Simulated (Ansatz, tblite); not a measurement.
Cost and result up the ladder for the cluster As₂Se₃⁻ (the lowest doublet isomer of a short search) (5 atoms). Charge -1, multiplicity 2. Geometry: PBE-D4/def2-SVPD.

| atom | x (Å) | y (Å) | z (Å) |
| --- | --- | --- | --- |
| As1 | 1.169 | 0.651 | -0.013 |
| As2 | -1.064 | -0.691 | 0.426 |
| Se3 | -0.454 | -2.888 | 0.587 |
| Se4 | 0.811 | 2.752 | 0.812 |
| Se5 | -0.462 | 0.176 | -1.812 |

Ansatz on 4 threads of Arm Neoverse V2 on a shared host; xTB runs through tblite on one thread. Times are rough, summed over both states, and most runs start from the orbitals of an earlier one. r2SCAN0-D4/def2-TZVPD serves as the yardstick here, not as an exact answer. Differences are given only for rows in sets of like size (and for xTB, whose basis is part of the method), since another set adds its own error. The other state is a quartet at its own geometry, which has other bonds, so the gap mixes isomer and spin.

The xTB rows come from tblite. Correlated methods freeze 45 core orbitals; core or outer-core shells of As, Se are correlated, in sets that lack core-valence functions. The structure comes from a short search, and lower isomers may exist.

Correlated methods converge slowly with the basis.

xTB has no spin-polarisation term.

```csv
level,functions,wall time
GFN1-xTB,45,0.012 s
GFN2-xTB,45,0.012 s
HF/STO-3G,90,7.8 s
PBE-D4/def2-TZVPD,279,22 s
r2SCAN-D4/def2-TZVPD,279,46 s
PBE0-D4/def2-TZVPD (with forces),279,56 s
r2SCAN0-D4/def2-TZVPD,279,83 s
MP2/def2-TZVPD,279,83 s
```

Problem. Estimate what each level gives for the quartet − doublet (eV).

Solution. 
```csv
level,quartet − doublet (eV),difference from r2SCAN0-D4/def2-TZVPD (eV),remarks
GFN1-xTB,2.58,1.35,–
GFN2-xTB,2.00,0.77,–
HF/STO-3G,0.90,–,"HOMO above zero (doublet), HOMO above zero (quartet), spin-contaminated (⟨S²⟩ 0.85) (doublet)"
PBE-D4/def2-TZVPD,1.30,0.07,–
r2SCAN-D4/def2-TZVPD,1.24,0.01,–
PBE0-D4/def2-TZVPD (with forces),1.31,0.07,–
r2SCAN0-D4/def2-TZVPD,1.23,0.00,–
MP2/def2-TZVPD,1.51,0.28,spin-contaminated (⟨S²⟩ 0.88) (doublet)
```
